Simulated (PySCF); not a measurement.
NMR data sheet: C₇H₄F₄O

| Property | Result |
| --- | --- |
| Formula | C7H4F4O |
| SMILES | C#CC(=C)O/C=C(/F)C(F)(F)F |
| InChI | InChI=1S/C7H4F4O/c1-3-5(2)12-4-6(8)7(9,10)11/h1,4H,2H2/b6-4+ |
| Point group of the computed structure | C1 |
| Degrees of unsaturation | 4 |
| Carbon signals | 7 |
| Proton signals | 4 |

Mapped SMILES: `[CH:1]#[C:2][C:3](=[CH2:4])[O:5]/[CH:6]=[C:7](/[F:8])[C:9]([F:10])([F:11])[F:12]`. Hydrogens are named by the atom that carries them. Ha(C4) is cis to C2; Hb(C4) is trans to C2.

[PySCF 2.14: GFN2-xTB structure; GIAO PBE0/pcSseg-1 shieldings; one averaged value for each set of equivalent atoms; gas phase; one computed conformer; non-relativistic Hamiltonian]

Shifts are taken against calculated references (same method and geometry level): 1H (31.72 ppm), 13C (186.93 ppm) against TMS; 19F (170.95 ppm) vs CFCl3; 17O (336.08 ppm) vs H2O.

```tsv
carbon	δC, type	δH (multiplicity)	HMBC from (2–3 bonds)	span of the C tensor (ppm)
C1	96.9, CH	3.20 (s)	–	181
C2	77.2, C	–	Hb(C4), Ha(C4), H(C1)	284
C3	147.7, C	–	H(C6), Hb(C4), Ha(C4), H(C1)	152
C4	116.0, CH2	Ha(C4) 5.59 (m); Hb(C4) 5.72 (m)	–	198
C6	141.5, CH	8.05 (m)	–	146
C7	148.2, C	–	H(C6)	112
C9	129.7, C	–	H(C6)	16
```

Other nuclei:
```
      atoms  nucleus              environment  δ (ppm)  σ (ppm)
F10/F11/F12      19F  fluorine of a CF3 group    -80.3    251.2
         F8      19F         vinylic fluorine   -190.4    361.4
         O5      17O             ether oxygen    163.4    172.7
```

Carbon types of the structure: 4 × C, 2 × CH, 1 × CH2, which accounts for all hydrogens. δC 148.2, 116.0: β carbon of an enol-ether or enamine type C=C. δC 147.7, 141.5: alkene carbon bearing oxygen; an sp2 carbon further deshielded by the attached heteroatom. δC 129.7: CF3 carbon; 3 electronegative neighbours deshield it. δC 96.9: terminal alkyne carbon; sp carbons lie upfield of alkene carbons because the cylindrical π system leaves one tensor component strongly shielded. δC 77.2: alkyne carbon; the triple bond shields along its axis, which puts it between sp3 and sp2 carbons.

Splittings by 19F in the carbon and heteronuclear signals aren't shown, as no couplings were computed. Shifts are as computed. Against solution values, carbons near 30 ppm lie about +3 ppm off and those near 130 ppm about +5 ppm. Of 1211 compounds with measured shifts, 218 miss one by over three times the rms of a fit or turn the order of signals round; such compounds aren't used in these exercises. Unscaled 19F shifts against computed CFCl3 carry errors that often reach 10 to 50 ppm. Experimental scales use liquid or dissolved standards, which lie at an offset from isolated H2O (liquid H2O: subtract about 36 ppm). Multiplicities follow the n + 1 count of equivalent neighbours, as no J values were calculated; m marks all less simple cases, F and P coupling included.
